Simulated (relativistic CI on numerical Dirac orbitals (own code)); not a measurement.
Radial Dirac CI calculation of Se XXIX.

Command:

```sh
python run_levels.py task.json out
```

Input:

```
atom Se  Z=34  charge=28  electrons=6
nucleus A=80  rms_radius_fm=4.1400
hamiltonian dirac-coulomb  breit=on  qed=on  c_scale=1
orbitals kli  potential=per-configuration
slater_scale 0.5
correlation none
mixing on
grid step=0.0125 r_max=4.1
scf mixing=0.4 start=green max_iterations=150 tolerance=2e-08 node_fill=0.05
configurations
  [He] 2s2 2p2
  [He] 2s 2p3
  [He] 2p4
end
```

Output:

```
SCF 1: [He] 2s2 2p2
 iter      energy (Ha)   residual   last orbital (Ha)
    1     -1647.184138   1.89e+00   -135.61356
    2     -1649.213347   1.12e+00   -126.62709
    3     -1650.317394   1.27e-02   -114.30085
    4     -1650.317511   5.56e-03   -114.31582
    5     -1650.317514   5.79e-05   -114.25167
    6     -1650.317514   2.11e-05   -114.25164
    7     -1650.317514   9.33e-08   -114.25164
    8     -1650.317514   2.59e-08   -114.25164
    9     -1650.317514   3.08e-10   -114.25164
SCF 2: [He] 2s 2p3
 iter      energy (Ha)   residual   last orbital (Ha)
    1     -1641.644625   1.96e+00   -135.61356
    2     -1643.928596   1.16e+00   -126.27578
    3     -1645.166660   2.16e-02   -113.46027
    4     -1645.167150   4.46e-03   -113.54162
    5     -1645.167166   3.09e-05   -113.49103
    6     -1645.167166   3.07e-06   -113.49134
    7     -1645.167166   4.45e-08   -113.49137
    8     -1645.167166   3.96e-10   -113.49137
SCF 3: [He] 2p4
 iter      energy (Ha)   residual   last orbital (Ha)
    1     -1635.079414   2.03e+00   -135.61356
    2     -1637.676182   1.20e+00   -125.92687
    3     -1639.073686   2.43e-02   -112.70891
    4     -1639.074629   7.46e-03   -112.81299
    5     -1639.074663   8.80e-05   -112.74192
    6     -1639.074663   7.43e-06   -112.74293
    7     -1639.074663   1.65e-07   -112.74289
    8     -1639.074663   8.42e-09   -112.74289
orbital energies (Ha): 1s -532.3865  2s -119.9045  2p1/2 -116.0668  2p3/2 -114.2516
configuration averages (Ha): Dirac-Coulomb, Breit, QED
  2s2 2p2                      -1650.317514    0.750713    0.777839
  2s 2p3                       -1645.167166    0.762663    0.735290
  2p4                          -1639.074663    0.782210    0.692942
levels: no., configuration, term, J, E (cm-1), weight
   1 2s2 2p2                3P   0                0.0  0.75
   2 2s2 2p2                3P   1           330662.4  1.00
   3 2s2 2p2                1D   2           369705.8  0.57
   4 2s2 2p2                3P   2           732746.0  0.57
   5 2s2 2p2                1S   0           830791.0  0.75
   6 2s 2p3                 5S*  2          1152560.9  0.55
   7 2s 2p3                 3D*  1          1312687.5  0.47
   8 2s 2p3                 3D*  2          1480533.4  0.55
   9 2s 2p3                 3D*  3          1558482.2  1.00
  10 2s 2p3                 3P*  0          1643370.7  1.00
  11 2s 2p3                 3P*  1          1673599.3  0.36
  12 2s 2p3                 1D*  2          1704697.4  0.62
  13 2s 2p3                 3S*  1          1727119.6  0.33
  14 2s 2p3                 3P*  2          1994528.0  0.48
lowest total energy -1651.043820 Ha
end: converged
```

Against the reference input this run has: Slater scale 0.5. The reference run ends at -1651.121971 Ha with Breit and QED terms.
